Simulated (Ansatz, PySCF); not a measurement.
Species: CH3Li (charge 0, singlet). 
Geometry from a B3LYP-D3(BJ)/def2-TZVP (Ansatz, a program for electronic structure) optimisation:
SMILES: [CH3][Li]
```xyz
5

Li    -1.1054    -0.6446    -0.9312
C      0.2701     0.1575     0.2275
H      0.8519    -0.5947     0.7758
H     -0.1547     0.8270     0.9867
H      0.9987     0.7566    -0.3338
```

Dipole moments at this geometry, in debye (magnitudes).

| level | program | dipole (D) |
|---|---|---|
| HF/def2-TZVPD | PySCF | 5.94 |
| PBE/def2-TZVPD | Ansatz | 5.41 |
| revPBE/def2-TZVPD | Ansatz | 5.40 |
| TPSS/def2-TZVPD | PySCF | 5.53 |
| PBE0/def2-TZVPD | Ansatz | 5.64 |
| M06-2X/def2-TZVPD | PySCF | 5.65 |
| CAM-B3LYP/def2-TZVPD | Ansatz | 5.65 |
| LC-wPBE/def2-TZVPD | Ansatz | 5.75 |
| wB97X-V/def2-TZVPD | Ansatz | 5.73 |
| CCSD(T)/def2-SVPD | Ansatz | 5.84 |
